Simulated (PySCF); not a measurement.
CH$_{4}$O, charge +1, doublet, geometry from GFN2-xTB (a state made from the parent by changing its charge; the spin is typed, not shown lowest); TPSSH/6-31G** (PySCF).

The PySCF input:
```python
from pyscf import gto, scf, dft

mol = gto.M(
    atom='''
C    -0.082037    0.604932    0.114824
O     0.060677   -0.683665   -0.174940
H    -1.181986    0.862145    0.113912
H     0.624829   -1.229700    0.412463
H     0.439107    0.991989    0.997121
H     0.124851    1.215294   -0.812918
''',
    basis='6-31g**',
    charge=1,
    spin=1,
    verbose=4,
)

mf = dft.UKS(mol)
mf.xc = 'tpssh'
mf.kernel()
```

It wrote (shortened):

```
PySCF version 2.14.0

[INPUT] verbose = 4
[INPUT] num. atoms = 6
[INPUT] num. electrons = 17
[INPUT] charge = 1
[INPUT] spin (= nelec alpha-beta = 2S) = 1
[INPUT] symmetry False subgroup None
[INPUT] Mole.unit = angstrom
[INPUT] Symbol           X                Y                Z      unit          X                Y                Z       unit  Magmom
[INPUT]  1 C     -0.082037000000   0.604932000000   0.114824000000 AA   -0.155027462081   1.143155803985   0.216985912527 Bohr   0.0
[INPUT]  2 O      0.060677000000  -0.683665000000  -0.174940000000 AA    0.114662912060  -1.291939610951  -0.330588688231 Bohr   0.0
[INPUT]  3 H     -1.181986000000   0.862145000000   0.113912000000 AA   -2.233629823070   1.629217929663   0.215262482301 Bohr   0.0
[INPUT]  4 H      0.624829000000  -1.229700000000   0.412463000000 AA    1.180755684686  -2.323796215378   0.779442106516 Bohr   0.0
[INPUT]  5 H      0.439107000000   0.991989000000   0.997121000000 AA    0.829791969379   1.874587528581   1.884285603052 Bohr   0.0
[INPUT]  6 H      0.124851000000   1.215294000000  -0.812918000000 AA    0.235934196378   2.296572820827  -1.536192381729 Bohr   0.0

nuclear repulsion = 41.3191731298396
number of shells = 24
number of NR pGTOs = 82
number of NR cGTOs = 48
basis = 6-31g**
ecp = {}

******** <class 'pyscf.dft.uks.UKS'> ********
method = UKS
initial guess = minao
damping factor = 0
level_shift factor = 0
DIIS = <class 'pyscf.scf.diis.CDIIS'>
diis_start_cycle = 1
diis_space = 8
diis_damp = 0
SCF conv_tol = 1e-09
SCF conv_tol_grad = None
SCF max_cycles = 50
direct_scf = True
direct_scf_tol = 1e-13
number electrons alpha = 9  beta = 8
XC library pyscf.dft.libxc version 7.1.2
    S. Lehtola, C. Steigemann, M. J. T. Oliveira, and M. A. L. Marques,  SoftwareX 7, 1–5 (2018)
XC functionals = tpssh
    V. N. Staroverov, G. E. Scuseria, J. Tao, and J. P. Perdew,  J. Chem. Phys. 119, 12129 (2003)
radial grids:
    Treutler-Ahlrichs [JCP 102, 346 (1995); DOI:10.1063/1.469408] (M4) radial grids

becke partition: Becke, JCP 88, 2547 (1988); DOI:10.1063/1.454033
pruning grids: <function nwchem_prune>
grids dens level: 3
symmetrized grids: False
atomic radii adjust function: <function treutler_atomic_radii_adjust>
small_rho_cutoff = 0
Set gradient conv threshold to 3.16228e-05
tot grids = 67432
init E= -115.76728399285

cycle= 1 E= -115.310052260775  delta_E= 0.457  |g|= 0.259  |ddm|=  1.4
cycle= 2 E= -115.255317904451  delta_E= 0.0547  |g|= 0.46  |ddm|= 0.422
cycle= 3 E= -115.341656868574  delta_E= -0.0863  |g|= 0.0324  |ddm|= 0.294
cycle= 4 E= -115.34217994465  delta_E= -0.000523  |g|= 0.0178  |ddm|= 0.0346
cycle= 5 E= -115.342311482632  delta_E= -0.000132  |g|= 0.00596  |ddm|= 0.0138
cycle= 6 E= -115.342329461525  delta_E= -1.8e-05  |g|= 0.0018  |ddm|= 0.00506
cycle= 7 E= -115.342331280019  delta_E= -1.82e-06  |g|= 0.00042  |ddm|= 0.00188
cycle= 8 E= -115.342331395012  delta_E= -1.15e-07  |g|= 0.000101  |ddm|= 0.000489
cycle= 9 E= -115.342331401545  delta_E= -6.53e-09  |g|= 3.28e-05  |ddm|= 0.000108
cycle= 10 E= -115.342331402131  delta_E= -5.86e-10  |g|= 4.47e-06  |ddm|= 3.24e-05
Extra cycle  E= -115.342331402146  delta_E= -1.59e-11  |g|= 1.88e-06  |ddm|= 5.83e-06
converged SCF energy = -115.342331402146  <S^2> = 0.75444093  2S+1 = 2.004436
```
